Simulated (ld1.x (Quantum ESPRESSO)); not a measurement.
**Before and after: ultrasoft potential for Br (Z = 35)**

* Element: bromine
* Generator: ld1.x (Quantum ESPRESSO) 7.5
* Type: ultrasoft
* Functional: PW91
* Relativity: fully relativistic
* Frozen core: [Ar] 3d10
* Valence charge: 7
* Reference configuration: 4s2 4p5
* Partial waves: 4s (bound): rcut 1.15, rcutus 1.30 bohr; 4s channel at -1.15 Ry: rcut 1.15, rcutus 1.30 bohr; 4p (bound): rcut 1.45, rcutus 1.75 bohr; 4p channel at -0.15 Ry: rcut 1.45, rcutus 1.75 bohr
* Local potential: all-electron potential smoothed inside 1.50 bohr (lloc = -1)
* Core correction: a·sin(br)/r model core inside 1.30 bohr
* Augmentation charge: PSQ, inside the norm-conserving radii

Open shells are filled in proportion to 2j + 1 (rel_dist='average').

Change: all radii but the core radius scaled by about 1.20 (s 1.56, p 2.10 bohr, rcut 1.38/1.74); local potential all-electron potential smoothed inside 1.80 bohr (lloc = -1).

Cutoffs: the cutoffs (Ry, on a coarse ladder) from which the occupation-weighted sum of valence levels, in a spherical-Bessel basis at the reference potential, stays within 10 and 1 mRy of its value at 400 Ry; they do not see the model core or the augmentation charge, which bear on the density cutoff. Errors are all-electron minus pseudo energies relative to the spin-unpolarised reference configuration.

Question: Predict the effect on cutoff, ghosts and configuration errors.

Answer: The potential gets softer (21 Ry and 45 Ry → 15 Ry and 30 Ry); of the 7 tests that both files solve, the error grows in 2 and shrinks in 2 by more than 15 % and 0.3 meV (median size 7.3 → 11.5 meV); neither file shows a bound ghost. A larger radius leaves more room for a smooth pseudo-wave, so fewer plane waves are needed.

| quantity | base | changed |
| --- | --- | --- |
| cutoff, loose | 21 Ry | 15 Ry |
| cutoff, tight | 45 Ry | 30 Ry |
| loose cutoff by channel (10 mRy a level) | s 18 Ry, p 12 Ry | s 6 Ry, p 12 Ry |
| bound ghosts | none | none |
| error for 4s2 4p4, meV [ΔE 12.62 eV] | -1.7 | -1.7 |
| error for 4s2 4p3, meV [ΔE 35.45 eV] | -13 | -12 |
| error for 4s2 4p2, meV [ΔE 69.54 eV] | -48 | -38 |
| error for 4s2 4p5.3, meV [ΔE -1.98 eV] | -0.1 | -0.1 |
| error for 4s2 4p1, meV [ΔE 115.69 eV] | -129 | -93 |
| error for 4s1 4p5, meV [ΔE 25.63 eV] | -7.3 | -17 |
| error for 4s1 4p6, meV [ΔE 12.38 eV] | +3.1 | -8.7 |
| lowest overlap eigenvalue by channel | s 0.52, p1/2 0.63, p3/2 0.63 | s 0.39, p1/2 0.72, p3/2 0.71 |
